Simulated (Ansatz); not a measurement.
The first iterations of a band of AlFH$_{2}$OZn (6 atoms, charge 0, multiplicity 1).

These are results of RKS B3LYP/def2-mTZVP in Ansatz, not measurements.

| Property | Result |
| --- | --- |
| movable images | 5 |
| climbing image | yes |
| spring | 5.0 eV/Å² |
| optimiser | quadratic models (default) |
| start path | through a guess of the saddle point |
| force threshold | 0.05 eV/Å |
| iteration limit | 60 |
| end points | relaxed |

First end point:

```xyz
6
Properties=species:S:1:pos:R:3
O -1.286 1.058 -0.561
Al 0.161 0.596 0.223
Zn 0.667 -1.790 0.031
F 1.050 -3.523 -0.099
H -1.615 1.964 -0.572
H 1.023 1.694 0.977
```

Last end point:

```xyz
6
Properties=species:S:1:pos:R:3
O -0.308 1.428 -0.116
Al -1.717 -0.268 -0.459
Zn 0.360 -1.874 -0.043
F 1.770 -2.975 0.258
H -0.664 2.314 0.050
H 0.560 1.374 0.310
```

| iteration | highest image above the first end (eV) | largest band force component (eV/Å) |
| --- | --- | --- |
| 1 | 9.521 | 27.549 |
| 2 | 5.926 | 10.781 |
| 3 | 4.394 | 5.204 |
| 4 | 3.327 | 2.084 |
| 5 | 2.901 | 2.718 |
| 6 | 2.734 | 2.300 |
| 7 | 2.713 | 1.505 |
| 8 | 3.169 | 1.900 |
| 9 | 3.929 | 2.143 |
| 10 | 3.917 | 1.304 |

Task: Does the band converge within its limit, and where does its top end?

Result: The run converged. It ended after 30 iterations with the highest image 3.163 eV above the first end. The profile has 2 maxima (images 3, 5) with wells between them (image 4): this band takes more than one step, which may be the mechanism or a detour left from its start path. Neighbouring images differ by up to 1.7 eV, so the band resolves the path poorly. A vibrational analysis at the climbing image gives one clearly imaginary mode, 1549i cm⁻¹: a first-order saddle point. The orbitals stay closed-shell, which can raise the energy where a bond breaks towards radicals; this wasn't checked here.

Time of the run: 2.3 min on 2 threads of AMD EPYC 9R45 96-Core Processor (Zen 5) (shared host), peak memory 0.25 GiB.
